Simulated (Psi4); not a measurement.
C3H5, charge -1, singlet, geometry from GFN2-xTB (a gas-phase anion, which may not be bound at this level). Base run: B3LYP/aug-cc-pVDZ (Psi4).

Here is a job for Psi4.
```
memory 2 GB

molecule {
-1 1
  C    -0.01075075    0.96016996    0.09341244
  C     0.75577748   -0.34450835    0.02662440
  C    -0.74825136   -0.36088374    0.02184688
  H    -0.01259673    1.43179750   -0.94199642
  H     1.25539163   -0.74361368   -0.87634220
  H     1.26166067   -0.70938769    0.92963389
  H    -1.25179611   -0.73675342    0.92164993
  H    -1.23331166   -0.77070990   -0.88424753
}

set basis aug-cc-pvdz

energy('b3lyp')
print_variables()
```

Each row names what was changed in the base input (with any setting that the change needs).

```json
[
 {"change": "base", "ΔE vs base (eV)": "0.00", "point group used": "c1", "SCF cycles": "9"},
 {"change": "molecule keys = symmetry c1", "ΔE vs base (eV)": "0.00", "point group used": "c1", "SCF cycles": "9"},
 {"change": "molecule keys = symmetry c1, no_reorient, no_com", "ΔE vs base (eV)": "0.00", "point group used": "c1", "SCF cycles": "9"},
 {"change": "jitter_ang = 0.002", "ΔE vs base (eV)": "0.01", "point group used": "c1", "SCF cycles": "10"},
 {"change": "molecule keys = no_reorient", "ΔE vs base (eV)": "0.00", "point group used": "c1", "SCF cycles": "9"}
]
```

A gas-phase anion may not be bound at this level; its values then depend on the basis.
